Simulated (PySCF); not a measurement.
iodoethene (C2H3I), SMILES C=CI. Atoms are numbered in the order given.

```xyz
6

C      0.3313     2.4451     0.0000
C     -0.5315     1.4459     0.0000
I      0.0271    -0.5790     0.0000
H      1.4025     2.2961     0.0000
H     -0.0315     3.4669     0.0000
H     -1.6037     1.5779     0.0000
```

Coordinates come from a B3LYP-D3(BJ)/def2-TZVP optimisation. The def2 effective core potentials stand for the cores of I; spin–orbit coupling is left out.

The numbers are results of TDDFT-B3LYP/def2-SVPD in PySCF 2.14.0, not measurements.

Vertical excitations. Isolated molecule, no solvent. State labels are in the subgroup Cs.

Computed excitation energies, oscillator strengths and character:
```
state  symmetry  energy (eV)  λ (nm)      f                            main pairs
-----  --------  -----------  ------  -----  ------------------------------------
S1           A"         4.68     265  0.000                        HOMO→LUMO 99 %
S2           A'         5.14     241  0.000                      HOMO−1→LUMO 99 %
S3           A"         5.54     224  0.001                   HOMO−1→LUMO+1 100 %
S4           A'         5.62     221  0.123                      HOMO→LUMO+1 93 %
S5           A"         6.47     192  0.030                      HOMO→LUMO+2 99 %
S6           A"         6.70     185  0.000                      HOMO−2→LUMO 95 %
S7           A'         6.92     179  0.100                    HOMO−1→LUMO+2 96 %
S8           A"         6.95     178  0.004                      HOMO→LUMO+3 96 %
S9           A"         7.13     174  0.056                      HOMO→LUMO+4 97 %
S10          A'         7.33     169  0.017  HOMO→LUMO+5 61 %, HOMO−1→LUMO+3 37 %
T1           A'         4.12     301      0  HOMO→LUMO+1 81 %, HOMO−2→LUMO+1 17 %
T2           A"         4.19     296      0                        HOMO→LUMO 98 %
T3           A'         4.51     275      0                      HOMO−1→LUMO 98 %
T4           A"         5.46     227      0                   HOMO−1→LUMO+1 100 %
```
Triplets are in the Tamm–Dancoff approximation, which puts them higher than full response would, so one can lie above its singlet here.
